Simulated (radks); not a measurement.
All-electron atom: Co VII in [Ar] 3d3 (the NIST ground configuration). Method: scalar-relativistic Kohn-Sham, LB94 model potential, spin-polarised, spherical densities, finite nucleus; open shells are filled with parallel spins first; Fermi nuclear charge, rms radius 3.7875 fm; computed with a radial shooting solver on a logarithmic mesh with Libxc functionals.

Normalised radial functions P(r) = r R(r), r in bohr:

| r | 3p up |
|---|---|
| 0.002097 | 0.0012 |
| 0.002346 | 0.0015 |
| 0.002645 | 0.0019 |
| 0.002958 | 0.0023 |
| 0.003336 | 0.0029 |
| 0.003731 | 0.0036 |
| 0.004207 | 0.0044 |
| 0.004705 | 0.0055 |
| 0.005305 | 0.0069 |
| 0.005934 | 0.0084 |
| 0.00669 | 0.0105 |
| 0.007483 | 0.0130 |
| 0.008437 | 0.0162 |
| 0.009513 | 0.0202 |
| 0.01064 | 0.0247 |
| 0.012 | 0.0307 |
| 0.01342 | 0.0375 |
| 0.01513 | 0.0464 |
| 0.01692 | 0.0565 |
| 0.01908 | 0.0695 |
| 0.02134 | 0.0841 |
| 0.02406 | 0.1027 |
| 0.02691 | 0.1233 |
| 0.03035 | 0.1492 |
| 0.03394 | 0.1774 |
| 0.03827 | 0.2122 |
| 0.04315 | 0.2519 |
| 0.04826 | 0.2935 |
| 0.05441 | 0.3425 |
| 0.06086 | 0.3917 |
| 0.06862 | 0.4471 |
| 0.07676 | 0.4994 |
| 0.08654 | 0.5535 |
| 0.0968 | 0.5991 |
| 0.1091 | 0.6384 |
| 0.1221 | 0.6616 |
| 0.1376 | 0.6664 |
| 0.1552 | 0.6444 |
| 0.1736 | 0.5945 |
| 0.1957 | 0.5050 |
| 0.2189 | 0.3854 |
| 0.2468 | 0.2189 |
| 0.2761 | 0.0310 |
| 0.3113 | -0.1966 |
| 0.3482 | -0.4221 |
| 0.3925 | -0.6615 |
| 0.4391 | -0.8664 |
| 0.495 | -1.0486 |
| 0.5537 | -1.1696 |
| 0.6243 | -1.2361 |
| 0.7039 | -1.2327 |
| 0.7873 | -1.1695 |
| 0.8877 | -1.0477 |
| 0.9929 | -0.8980 |
| 1.119 | -0.7181 |
| 1.252 | -0.5497 |
| 1.412 | -0.3852 |
| 1.579 | -0.2575 |
| 1.78 | -0.1536 |
| 1.991 | -0.0868 |
| 2.245 | -0.0424 |
| 2.511 | -0.0195 |
| 2.832 | -0.0074 |

3p up: eigenvalue -187.65 eV, 1 radial node at r = 0.281 bohr, <r> = 0.762 bohr, 90 % of the charge inside 1.16 bohr.
